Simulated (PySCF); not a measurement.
Rows and methods have been separated. Pair them.

Species: C₃H₇AlN₂.
Bonds: C1–N2 (double), N2–Al3, Al3–N4, N4–C5 (triple), C5–C6. Hydrogens: H7, H8 on C1; H9, H10 on Al3; H11, H12, H13 on C6.

The closed-shell ground state was solved 3 times with PySCF (density fitting, gas phase), always with PBE0, in these basis sets: def2-SVP, def2-TZVP and pcSseg-0. One conformer (not necessarily the lowest) at the PBE0-D3(BJ)/def2-SVP geometry, without solvent, vibrations or thermal averaging.

| row | total energy (Eh) | HOMO (eV) | LUMO (eV) | dipole (D) |
| --- | --- | --- | --- | --- |
| P | -469.8112 | -5.32 | -0.74 | 7.55 |
| Q | -469.2660 | -5.25 | -0.85 | 7.41 |
| R | -470.1492 | -5.46 | -0.80 | 7.55 |

Which basis belongs to which row?

P = def2-SVP, Q = pcSseg-0, R = def2-TZVP. From the lowest total energy up: def2-TZVP (234 functions) 0 eV; def2-SVP (123 functions) +9.20 eV; pcSseg-0 (72 functions) +24.03 eV.

Shape of the structure used: `[CH2:1]=[N:2][AlH2-:3][N+:4]#[C:5][CH3:6]`: C1–N2–Al3–N4 170°.
